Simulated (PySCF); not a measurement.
All values below come from PySCF with B3LYP-D3(BJ)/def2-TZVP. Gas-phase values, no solvent. B3LYP has the VWN-RPA correlation part, as in Gaussian. Delta-SCF ions had no search for a lower state. Excitations are Tamm–Dancoff values on a coarser integration grid. The basis has no diffuse functions, so Rydberg states are missing or too high.

Reference species (SMILES): `NB(Br)Br` (neutral, multiplicity 1).

The vertical ionisation energy (Delta-SCF) is 10.19 eV and the S1–T1 gap (TDA) comes out as 0.39 eV.

Changed species: `BrB(Br)Br` (0 of 3 Br replaced by NH2; the reference has 1 of 3 Br replaced by NH2).

Question: Predict the effect on the vertical ionisation energy (Delta-SCF) and S1–T1 gap (TDA).

Answer: the vertical ionisation energy (Delta-SCF) rises by 0.03 eV, to 10.22 eV; the S1–T1 gap (TDA) drops by 0.23 eV, to 0.16 eV.
